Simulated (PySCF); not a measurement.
Work out the structure from these simulated measurements.

Elements present: C, F, H and P. Monoisotopic mass: 156.0504 u.

| Property | Result |
| --- | --- |
| Valence photoelectron | vertical ionisation energy: 8.44 eV [ΔSCF B3LYP/def2-SVPD] |
| UV, first state | lowest singlet excitation: 4.86 eV (255 nm, f = 0.023) [TDDFT B3LYP/def2-SVPD] |
| NMR, other nuclei | isotropic shieldings of nuclei other than C and H, by class: 285 (1 F), 345 (1 P) ppm [GIAO B3LYP/pcSseg-1] |
| Polarisability | 122.8 au [B3LYP/def2-SVPD] |
| Triplet | lowest triplet excitation (Tamm–Dancoff): 3.98 eV [TDA B3LYP/def2-SVPD] |
| Rotational structure | rotational constants A, B, C: 3.279, 0.499, 0.479 GHz [PBE0-D3(BJ)/def2-SVP] |
| Dipole | 1.42 D [B3LYP/def2-SVPD] |
| 13C NMR | chemical shifts (computed TMS as zero) by class: 172.8 (1 C), 143.4 (2 C), 140.5 (1 C), 121.0 (2 C), 28.9 (1 C), 14.0 (1 C) ppm [GIAO B3LYP/pcSseg-1] |
| UV, strongest line | among the 10 lowest singlet transitions: S8 at 6.69 eV (185 nm, f = 0.507) [TDDFT B3LYP/def2-SVPD] |

The electronic properties come from PySCF, for the isolated species, density fitting. Levels stand in brackets. One conformer (not necessarily the lowest) at the PBE0-D3(BJ)/def2-SVP geometry, without solvent, vibrations or thermal averaging. Each NMR value is the plain mean over a class of atoms that symmetry, rotation or inversion makes alike.

Q: Which formula fits the mass and the elements?

A: C8H10FP (calculated 156.0504). No other formula that holds each of these elements comes within 0.0003 u with a fitting electron parity and a possible valence count.

Q: Give a SMILES that accounts for the data.

A: Numbering: `[CH3:1][CH2:2][PH:3][c:4]1[cH:5][cH:6][c:7]([F:8])[cH:9][cH:10]1`. 8 carbons fall into 6 classes; from least to most shielded: aromatic C–F carbon [C7] (172.8 ppm), aromatic CH carbon [C5/C10] (143.4 ppm, 2 C), substituted aromatic carbon [C4] (140.5 ppm), aromatic CH carbon [C6/C9] (121.0 ppm, 2 C), chain sp3 carbon bound to phosphorus [C2] (28.9 ppm), methyl carbon [C1] (14.0 ppm). The other shieldings belong to: 285 ppm, aryl fluorine [F8]; 345 ppm, phosphine phosphorus [P3]. S1 is mainly HOMO→LUMO (weight 0.89); the largest Löwdin shares of the orbital it empties are 0.44 on the phosphine phosphorus, 0.12 on the substituted aromatic carbon, 0.11 on the sp3 carbon bound to phosphorus and 0.06 on the aromatic C–F carbon, of the orbital it fills 0.23 on an aromatic CH carbon, 0.19 on an aromatic CH carbon, 0.13 on an aromatic CH carbon and 0.10 on an aromatic CH carbon. The optimised geometry has point group C1 and is an asymmetric top. Structure: `CCPc1ccc(F)cc1`. The assignments are read from this structure; whether some other isomer fits the data as well wasn't checked.

The values belong to the conformer `[CH3:1][CH2:2][PH:3][c:4]1[cH:5][cH:6][c:7]([F:8])[cH:9][cH:10]1`: C1–C2–P3–C4 -172°, C2–P3–C4–C5 78°.
